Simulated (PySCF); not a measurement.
Vibration and rotation of BeAs

UHF-CCSD(T) constants of BeAs, ⁴Σ⁻ (quartet), unpaired electrons σ ↑, π ↑↑ (basis Be jorge-DZP-DKH, As jorge-DZP-DKH; spin-free X2C with a Gaussian nucleus; PySCF 2.14; masses 9.0122 and 74.9216 u):

| Quantity | Value |
| --- | --- |
| ωe | 518.5 cm⁻¹ |
| ωexe | 5.89 cm⁻¹ |
| Be | 0.44733 cm⁻¹ |
| αe | 0.00557 cm⁻¹ |
| De to Be + As | 0.81 eV |

Q: What force constant and bond length do these constants imply?

A: Reduced mass μred = 8.0445 u; k = 5.8918×10⁻⁷·μred·ωe² (u, cm⁻¹, mdyn/Å) = 1.27 mdyn/Å; Re = √(16.8576/(μred·Be)) (u, cm⁻¹, Å) = 2.164 Å.

Q: Estimate the centrifugal constant D from the Kratzer relation and find the Dunham coefficient a1.

A: D = 4Be³/ωe² = 1.33e-06 cm⁻¹; a1 = −1 − αeωe/(6Be²) = -3.41.

Correlated steps freeze 9 core orbitals. Correlated levels converge slowly with the basis: in double zeta they bind strong bonds too weakly, by up to about 1 eV, and carry superposition errors of some tenths. Spin–orbit coupling is left out. The state was picked by a PBE0 search and need not be the measured ground state.
